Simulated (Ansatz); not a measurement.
Molecule: YOF, net charge 1, doublet state. SMILES of the parent species: [O]=[Y][F]

Atoms: Y1, O2, F3. Bonds: Y1-O2, Y1-F3.

Bond lengths (Å) and angles (degrees) optimised at HF/STO-3G with Ansatz (an electronic-structure program); HF/3-21G with Ansatz; HF/6-31G* with LANL2DZ past Ar with Ansatz; PBE/6-31G* with LANL2DZ past Ar with Ansatz; B3LYP/6-31G* with LANL2DZ past Ar with Ansatz; MP2/6-31G* with LANL2DZ past Ar with Ansatz, each started from the B3LYP-D3(BJ)/def2-TZVP structure (Ansatz) of the last column. A row stands for all coordinates that are equal there. 6-31G* holds six Cartesian d functions. No wavenumbers were computed at HF/STO-3G, PBE/6-31G* with LANL2DZ past Ar, MP2/6-31G* with LANL2DZ past Ar, so these may be saddle points.

```csv
coordinate,HF/STO-3G,HF/3-21G,HF/6-31G* with LANL2DZ past Ar,PBE/6-31G* with LANL2DZ past Ar,B3LYP/6-31G* with LANL2DZ past Ar,MP2/6-31G* with LANL2DZ past Ar,B3LYP-D3(BJ)/def2-TZVP
Y1-O2,1.962,2.013,2.037,2.014,2.019,2.047,2.014
Y1-F3,1.971,1.887,1.915,1.914,1.909,1.925,1.916
O2-Y1-F3,132.7,110.5,114.3,103.0,105.4,108.5,108.4
```

Mean signed difference of all 2 bond lengths from B3LYP-D3(BJ)/def2-TZVP: HF/STO-3G 0.002 Å, HF/3-21G -0.015 Å, HF/6-31G* with LANL2DZ past Ar 0.011 Å, PBE/6-31G* with LANL2DZ past Ar -0.001 Å, B3LYP/6-31G* with LANL2DZ past Ar -0.001 Å, MP2/6-31G* with LANL2DZ past Ar 0.021 Å.
